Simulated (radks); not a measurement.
Values are calculated unless marked as measured or tabulated.
Excited configurations of Tm3+: one electron is placed in a higher orbital outside [Xe] 4f11. The ground configuration is [Xe] 4f12. Code: a radial shooting solver on a logarithmic mesh with Libxc functionals. Model: scalar-relativistic Kohn-Sham, SCAN, spin-polarised, spherical densities, finite nucleus; open shells are filled with parallel spins first (spin-orbit coupling, left out, can overturn this in heavy ions); meta-GGA in the generalised Kohn-Sham scheme; Fermi nuclear charge, rms radius 5.2256 fm. Excitation = E - E(ground); binding = E(ion) - E, where the ion is the core of charge +4; n* = 4/sqrt(2 binding) in atomic units, and the quantum defect is n - n*.

outer orbital  excitation (eV)  binding (eV)     n*  <r> (bohr)
5d                      11.871        32.724  2.579       1.956
5f                      30.648        13.947  3.951       4.226
6d                      28.721        15.874  3.703       4.567
6f                      35.464         9.131  4.883       7.437
7p                      31.248        13.347  4.039       6.027
7d                      34.792         9.803  4.712       7.758

The Delta-SCF ionisation energy is 44.595 eV (NIST Atomic Spectra Database: 42.41 eV, semi-empirical). Self-interaction in the functional shifts the binding energies and quantum defects, so they are the method's values and not measured ones. Open shells are spherical and high-spin; term and fine-structure splittings are not resolved. Spin-orbit splitting is averaged out at the scalar-relativistic level.
